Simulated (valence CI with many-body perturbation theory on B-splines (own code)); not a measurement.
**Eu58+: calculated level list**

Calculated by valence CI with perturbative core correlation (CI+MBPT): three valence electrons over a frozen Dirac-Fock core [He], a basis of 11 s, 11 p, 9 d, 7 f, 5 g, 2 h, 1 i functions for each j, with the one-electron correlation potential Σ1, the two-electron term Σ2, the three-electron term Σ3, Breit, model QED; selected CI, second order for the rest (own B-spline code, finite nucleus).

The last digits are not significant, and no measured levels were compared; by estimate large intervals hold to a few tenths of a per cent, small ones and those within an open d or f shell to about a per cent.

Levels 46 to 90 of 101, with energies above the lowest level, (2s^2 2p1/2) J=1/2. "Leading %" is the weight of the configuration and term that name the level; weights of strongly mixed levels are sums over their largest components and can fall short. In the jj column 3d3/2^4 stands for four electrons in 3d with j = 3/2.

```csv
No.,Configuration,Term,J,E (Ry),Leading %,Second component,Leading jj,g
46,2s2p3p,⁴P,3/2,607.18,46,26 % 2s2p3p ⁴S,2s 2p3/2 3p1/2 (100 %),1.630
47,2s2p3p,²D,5/2,607.35,43,36 % 2s2p3p ⁴D,2s 2p3/2 3p1/2 (100 %),1.317
48,2s2p3s,²P°,1/2,607.49,91,9 % 2s2p3s ⁴P°,2s 2p3/2 3s (99 %),0.819
49,2s2p3s,²P°,3/2,607.85,83,16 % 2s2p3s ⁴P°,2s 2p3/2 3s (99 %),1.379
50,2s2p3p,²P,1/2,612.64,50,22 % 2s2p3p ²S,2s 2p3/2 3p1/2 (98 %),1.240
51,2s2p3p,²D,3/2,612.75,62,21 % 2s2p3p ²P,2s 2p3/2 3p1/2 (98 %),0.970
52,2p²3s,⁴P,3/2,618.00,81,14 % 2p²3s ²P,2p1/2 2p3/2 3s (95 %),1.637
53,2p²3s,²P,1/2,618.53,62,30 % 2p²3s ⁴P,2p1/2 2p3/2 3s (92 %),1.302
54,2p²3s,²D,5/2,619.11,59,33 % 2p²3s ⁴P,2p1/2 2p3/2 3s (92 %),1.319
55,2p²3s,²D,3/2,619.69,58,26 % 2p²3s ²P,2p1/2 2p3/2 3s (91 %),1.028
56,2s2p3p,⁴D,7/2,621.27,100,,2s 2p3/2 3p3/2 (100 %),1.408
57,2p²3p,⁴P°,1/2,621.86,47,27 % 2p²3p ⁴D°,2p1/2 2p3/2 3p1/2 (96 %),1.746
58,2p²3p,⁴D°,3/2,622.26,53,22 % 2p²3p ²D°,2p1/2 2p3/2 3p1/2 (95 %),1.138
59,2s2p3p,²P,3/2,622.27,50,29 % 2s2p3p ⁴S,2s 2p3/2 3p3/2 (88 %),1.448
60,2p²3p,²F°,5/2,623.18,46,29 % 2p²3p ²D°,2p1/2 2p3/2 3p1/2 (94 %),1.062
61,2s2p3p,⁴P,5/2,623.37,51,41 % 2s2p3p ²D,2s 2p3/2 3p3/2 (94 %),1.393
62,2s2p3p,²S,1/2,623.73,47,35 % 2s2p3p ²P,2s 2p3/2 3p3/2 (92 %),1.390
63,2s2p3d,⁴D°,5/2,625.86,44,20 % 2s2p3d ²D°,2s 2p3/2 3d3/2 (94 %),1.220
64,2p²3p,²P°,3/2,625.90,36,20 % 2p²3p ²D°,2p1/2 2p3/2 3p1/2 (85 %),1.319
65,2s2p3d,⁴F°,7/2,626.22,48,31 % 2s2p3d ²F°,2s 2p3/2 3d3/2 (93 %),1.227
66,2s2p3d,⁴P°,3/2,626.27,35,34 % 2s2p3d ⁴D°,2s 2p3/2 3d3/2 (81 %),1.327
67,2s2p3d,⁴P°,1/2,626.45,81,14 % 2s2p3d ⁴D°,2s 2p3/2 3d3/2 (96 %),2.196
68,2s2p3p,²D,5/2,627.39,74,14 % 2s2p3p ⁴D,2s 2p3/2 3p3/2 (98 %),1.252
69,2s2p3p,²P,3/2,628.48,58,28 % 2s2p3p ²D,2s 2p3/2 3p3/2 (98 %),1.220
70,2s2p3p,²S,1/2,628.70,61,20 % 2s2p3p ²P,2s 2p3/2 3p3/2 (99 %),1.725
71,2s2p3d,⁴F°,9/2,628.81,100,,2s 2p3/2 3d5/2 (100 %),1.315
72,2s2p3d,²D°,3/2,630.21,53,27 % 2s2p3d ⁴P°,2s 2p3/2 3d5/2 (58 %),1.043
73,2s2p3d,²D°,5/2,630.36,46,32 % 2s2p3d ⁴P°,2s 2p3/2 3d5/2 (98 %),1.303
74,2s2p3d,²F°,7/2,630.98,54,43 % 2s2p3d ⁴D°,2s 2p3/2 3d5/2 (92 %),1.251
75,2s2p3d,²F°,5/2,631.66,69,14 % 2s2p3d ⁴F°,2s 2p3/2 3d3/2 (97 %),0.937
76,2s2p3d,²P°,1/2,631.85,60,30 % 2s2p3d ⁴D°,2s 2p3/2 3d3/2 (58 %),0.651
77,2s2p3d,²D°,3/2,632.42,53,42 % 2s2p3d ²P°,2s 2p3/2 3d3/2 (58 %),1.019
78,2s2p3d,²P°,1/2,632.76,98,,2s 2p3/2 3d5/2 (58 %),0.690
79,2s2p3d,²F°,7/2,635.06,73,12 % 2s2p3d ⁴D°,2s 2p3/2 3d5/2 (96 %),1.176
80,2s2p3d,²D°,5/2,636.14,61,23 % 2s2p3d ²F°,2s 2p3/2 3d5/2 (95 %),1.148
81,2s2p3d,²P°,3/2,636.35,74,8 % 2s2p3d ⁴D°,2s 2p3/2 3d5/2 (98 %),1.274
82,2p²3p,⁴D°,5/2,637.55,50,34 % 2p²3p ⁴P°,2p1/2 2p3/2 3p3/2 (97 %),1.405
83,2p²3p,²P°,1/2,637.90,36,32 % 2p²3p ⁴P°,2p1/2 2p3/2 3p3/2 (98 %),1.582
84,2p²3p,²D°,3/2,638.35,52,22 % 2p²3p ⁴P°,2p1/2 2p3/2 3p3/2 (98 %),1.143
85,2p²3p,²F°,7/2,638.87,61,35 % 2p²3p ⁴D°,2p1/2 2p3/2 3p3/2 (96 %),1.223
86,2p²3p,²P°,3/2,639.78,34,31 % 2p²3p ⁴S°,2p1/2 2p3/2 3p3/2 (100 %),1.403
87,2p²3p,²D°,5/2,640.55,63,16 % 2p²3p ²F°,2p1/2 2p3/2 3p3/2 (98 %),1.176
88,2p²3d,⁴F,3/2,641.14,43,27 % 2p²3d ²P,2p1/2 2p3/2 3d3/2 (99 %),0.923
89,2p²3d,⁴F,5/2,641.23,54,39 % 2p²3d ²F,2p1/2 2p3/2 3d3/2 (99 %),0.960
90,2p²3d,⁴D,1/2,641.49,80,14 % 2p²3d ²P,2p1/2 2p3/2 3d3/2 (100 %),0.237
```
